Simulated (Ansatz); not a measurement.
Reaction (formal exchange of groups at a Ge–F bond): `B[CH2][GeH2][F]` + `C[SiH3]` → `B[CH2][GeH2][SiH3]` + `CF`

Isolated molecules relaxed with PBE0-D4/def2-TZVP in Ansatz; ΔE leaves out vibrations. CBS: MP2 limit from def2 TZ/QZ plus the TZ coupled-cluster correction, frozen cores. This one scheme is used for every species. DFT in def2-TZVPP. B3LYP here is the variant with VWN-RPA as its local correlation; programs differ in this. For Ge outer-core shells are correlated without core-valence functions, which leaves a few kJ/mol of doubt a bond. Scalar relativity is left out up to krypton. One conformer a species, not always the lowest.

Q: Is it downhill or uphill in electronic energy at CCSD(T)/CBS, and by how much? (Estimate.)

A: The calculation gave: Uphill: ΔE = +1.41 eV.

Q: What do these levels give: PBE0-D4, B3LYP-D4, ωB97X-V, PBE, PBE0, HF/def2-TZVPP, MP2/def2-TZVPP, SCS-MP2/def2-TZVPP, CCSD(T)/def2-TZVPP, HF/def2-QZVPP, MP2/def2-QZVPP, CCSD/CBS(def2)? (Best estimate.)

A: Ansatz gave: PBE0-D4 1.27, B3LYP-D4 1.37, ωB97X-V 1.43, PBE 1.26, PBE0 1.31, HF/def2-TZVPP 1.66, MP2/def2-TZVPP 1.50, SCS-MP2/def2-TZVPP 1.52, CCSD(T)/def2-TZVPP 1.40, HF/def2-QZVPP 1.69, MP2/def2-QZVPP 1.52, CCSD/CBS(def2) 1.45 eV.

Largest T1 diagnostic among the species: 0.012.

From PBE to PBE0 (25 % exact exchange), in def2-TZVPP and without D4, ΔE moves by +0.05 eV. The D4 term adds −0.08 eV with B3LYP and −0.04 eV with PBE0; it sums over pairs of atoms, weighted by their polarisabilities, and B3LYP, whose exchange is more repulsive, gets the larger term.
